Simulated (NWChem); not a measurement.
Molecule: water (H$_{2}$O); SMILES O

```xyz
3

O      0.0000     0.0000     0.1326
H      0.7626     0.0000    -0.4646
H     -0.7626     0.0000    -0.4646
```
Atoms are numbered in this order, from 1.

Coordinates come from a B3LYP/6-31G* (spherical d) optimisation. No frequency run checked for a minimum.

Give the principal values of the shielding tensors (ppm) of O1 from B3LYP/6-311G** (spherical d), GIAO (NWChem), with their diamagnetic and paramagnetic parts as GIAO splits them.


| atom | σ11 | σ22 | σ33 | isotropic | diamagnetic | paramagnetic |
|---|---|---|---|---|---|---|
| O1 | 316.8 | 343.0 | 352.0 | 337.2 | 382.7 | -45.5 |
